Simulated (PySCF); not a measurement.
# LiBi: energy against distance

Set-up: basis Li aug-cc-pVDZ, Bi aug-cc-pVDZ-PP with ECP60; scalar-relativistic core potentials; PySCF 2.14. Energies in eV from Li + Bi in their ground configurations at the same level. State: ³Σ⁻ (triplet), unpaired electrons π ↑↑.

All columns are B97-3. A positive dipole means Li(−)Bi(+).

```
R (Å)  E (eV)  μ (D)  Mulliken charge on Li (basis-dependent)  HOMO (eV)  LUMO (eV)  Mayer bond order  ⟨S²⟩
2.319  -1.205  -5.46                                    -0.35      -4.63      -2.65              1.38  2.00
2.427  -1.401  -5.64                                    -0.27      -4.61      -2.57              1.31  2.00
2.535  -1.511  -5.82                                    -0.20      -4.58      -2.50              1.25  2.01
2.616  -1.551  -5.95                                    -0.15      -4.56      -2.46              1.21  2.01
2.697  -1.562  -6.08                                    -0.10      -4.52      -2.42              1.18  2.01
2.778  -1.551  -6.20                                    -0.05      -4.49      -2.38              1.15  2.01
2.886  -1.509  -6.35                                     0.02      -4.44      -2.34              1.11  2.01
3.021  -1.426  -6.52                                     0.09      -4.37      -2.30              1.06  2.01
3.183  -1.297  -6.69                                     0.17      -4.30      -2.26              1.00  2.02
3.398  -1.103  -6.80                                     0.24      -4.20      -2.24              0.93  2.04
```

A fit through these points gives, at Re = 2.694 Å, μ = -6.07 D and dμ/dR = -1.53 D/Å; the reduced mass is 6.788 u.

Question: How strong is the fundamental in the double-harmonic approximation, I = 42.26·(dμ/dR)²/μred km/mol?

Answer: I = 42.26·(-1.53)²/6.788 = 14.6 km/mol at B97-3.

Spin–orbit coupling is left out, which matters for elements this heavy, above all for dissociation energies. The state was picked by a PBE0 search and need not be the measured ground state.
